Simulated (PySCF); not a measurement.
Species: CH6GeN2O.
SMILES with atom numbers: `[NH2:1][GeH2:2][NH:3][CH:4]=[O:5]` (hydrogens: H6, H7 on N1; H8, H9 on Ge2; H10 on N3; H11 on C4)

Method: PySCF, PBE0-D3(BJ)/def2-SVP geometry optimisation, gas phase; density fitting, grid level 1; the optimiser is geomeTRIC in internal coordinates, started from a GFN2-xTB structure with every atom displaced at random (about 0.01 Å).

Geometry at step 1:
```
atom  x, y, z in Å
N1     -1.6776    0.7213    0.6083
Ge2    -0.7027   -0.7958    0.2071
N3      1.0678   -0.4484    0.7500
C4      1.6936    0.5498    0.0990
O5      1.1898    1.2094   -0.7820
H6     -1.3285    1.4690    0.0155
H7     -2.6784    0.6201    0.4684
H8     -1.1729   -1.9710    1.1078
H9     -0.6415   -1.2147   -1.2906
H10     1.5370   -0.9265    1.5080
H11     2.7520    0.7600    0.4536
```

Problem. What forces act on the atoms?

Solution. 
```json
{"atom": "N1", "Fx (eV/Å)": "0.472", "Fy (eV/Å)": "-0.528", "Fz (eV/Å)": "-0.052"}
{"atom": "Ge2", "Fx (eV/Å)": "-0.104", "Fy (eV/Å)": "-0.016", "Fz (eV/Å)": "0.094"}
{"atom": "N3", "Fx (eV/Å)": "-0.533", "Fy (eV/Å)": "-0.130", "Fz (eV/Å)": "-0.224"}
{"atom": "C4", "Fx (eV/Å)": "1.016", "Fy (eV/Å)": "0.259", "Fz (eV/Å)": "0.524"}
{"atom": "O5", "Fx (eV/Å)": "-0.357", "Fy (eV/Å)": "0.070", "Fz (eV/Å)": "-0.267"}
{"atom": "H6", "Fx (eV/Å)": "-0.071", "Fy (eV/Å)": "0.239", "Fz (eV/Å)": "-0.058"}
{"atom": "H7", "Fx (eV/Å)": "-0.074", "Fy (eV/Å)": "0.003", "Fz (eV/Å)": "-0.050"}
{"atom": "H8", "Fx (eV/Å)": "0.053", "Fy (eV/Å)": "0.217", "Fz (eV/Å)": "-0.143"}
{"atom": "H9", "Fx (eV/Å)": "-0.021", "Fy (eV/Å)": "0.070", "Fz (eV/Å)": "0.286"}
{"atom": "H10", "Fx (eV/Å)": "0.081", "Fy (eV/Å)": "0.019", "Fz (eV/Å)": "0.038"}
{"atom": "H11", "Fx (eV/Å)": "-0.462", "Fy (eV/Å)": "-0.203", "Fz (eV/Å)": "-0.147"}
```

The largest, 1.17 eV/Å, acts on C4; the rms over all components is 0.300 eV/Å. The forces sum to zero within rounding, as they must for an isolated molecule in no field.

Problem. Give the force on C4 in Eh/bohr and in nN.

Solution. 1.172 eV/Å ÷ 51.422 = 0.02279 Eh/bohr, and 1.172 eV/Å × 1.602 = 1.88 nN.

Problem. How far is this geometry from the end of the optimisation?

Solution. 0.033 eV above it, and 0.057 Å rms away after alignment. The bonds farthest from their final lengths, with half the difference of the two atoms' forces along the bond (positive lengthens):

```
  bond  now (Å)  final (Å)  force along bond (eV/Å)
N1–Ge2    1.847      1.823                    -0.38
C4–H11    1.136      1.117                    -0.84
Ge2–H9    1.556      1.540                    -0.10
Ge2–H8    1.553      1.538                    -0.18
Ge2–N3    1.884      1.871                    -0.26
 C4=O5    1.210      1.216                    +0.52
```

The angle farthest from its final value is Ge2–N1–H6, 107.2° against 111.1°.

Of the 5 listed bonds off by 0.010 Å or more, this force points towards the final length in 5.

The cost below is that of the whole optimisation. On an Arm Neoverse V2 with one thread, no GPU, on a shared host, this took 44 s wall and 0.51 GiB of memory at its peak.
